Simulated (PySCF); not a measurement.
C₂H₉NOSi, SMILES [Si@@H](OC)(C)N.

Geometry optimised at PBE-D3(BJ)/def2-SVP. The structure was generated by enumeration; whether it is a known compound was not checked. Other conformers were not sampled.

These are PBE-D3(BJ)/def2-SVP run with PySCF values and carry that method's errors.

Frequencies are harmonic and unscaled.

| mode | ν (cm⁻¹) | IR (km/mol) | moving atoms (share of kinetic energy) |
|---|---|---|---|
| 1 | 70 | 1.3 | C 42 %, H 30 %, N 15 %, O 11 % |
| 2 | 111 | 0.3 | H 96 % |
| 3 | 134 | 0.2 | H 95 % |
| 4 | 160 | 2.3 | C 42 %, H 32 %, N 16 % |
| 5 | 204 | 10.3 | H 56 %, C 14 %, N 11 %, O 11 %, Si 8 % |
| 6 | 262 | 21.0 | O 34 %, H 30 %, Si 13 %, N 13 %, C 10 % |
| 7 | 272 | 27.6 | H 72 %, N 10 % |
| 8 | 334 | 121.4 | H 72 %, Si 13 %, O 8 % |
| 9 | 389 | 63.5 | H 29 %, N 26 %, O 23 %, Si 20 % |
| 10 | 614 | 9.8 | H 82 %, C 12 % |
| 11 | 644 | 9.0 | H 35 %, C 34 %, Si 13 %, O 11 % |
| 12 | 724 | 31.7 | H 30 %, Si 24 %, C 23 %, O 21 % |
| 13 | 744 | 13.7 | H 63 %, C 16 %, N 10 %, Si 9 % |
| 14 | 802 | 11.9 | H 59 %, N 19 %, C 12 %, Si 10 % |
| 15 | 851 | 38.9 | H 62 %, N 20 %, Si 12 % |
| 16 | 873 | 202.2 | H 69 %, Si 20 % |
| 17 | 889 | 232.3 | H 51 %, Si 33 %, N 10 % |
| 18 | 1114 | 158.8 | O 39 %, C 35 %, H 26 % |
| 19 | 1137 | 0.3 | H 76 %, C 19 % |
| 20 | 1169 | 80.8 | H 53 %, C 24 %, O 23 % |
| 21 | 1217 | 37.5 | H 77 %, C 22 % |
| 22 | 1383 | 3.3 | H 96 % |
| 23 | 1384 | 2.3 | H 96 % |
| 24 | 1416 | 2.8 | H 92 % |
| 25 | 1424 | 8.0 | H 96 % |
| 26 | 1426 | 2.4 | H 92 % |
| 27 | 1492 | 40.0 | H 89 %, N 11 % |
| 28 | 2205 | 136.9 | H 97 % |
| 29 | 2896 | 81.7 | H 97 % |
| 30 | 2958 | 51.1 | H 90 %, C 10 % |
| 31 | 2976 | 3.0 | H 97 % |
| 32 | 3020 | 37.8 | H 91 %, C 9 % |
| 33 | 3069 | 5.6 | H 91 %, C 9 % |
| 34 | 3084 | 3.5 | H 91 %, C 9 % |
| 35 | 3497 | 16.6 | H 96 % |
| 36 | 3594 | 20.4 | H 91 %, N 9 % |
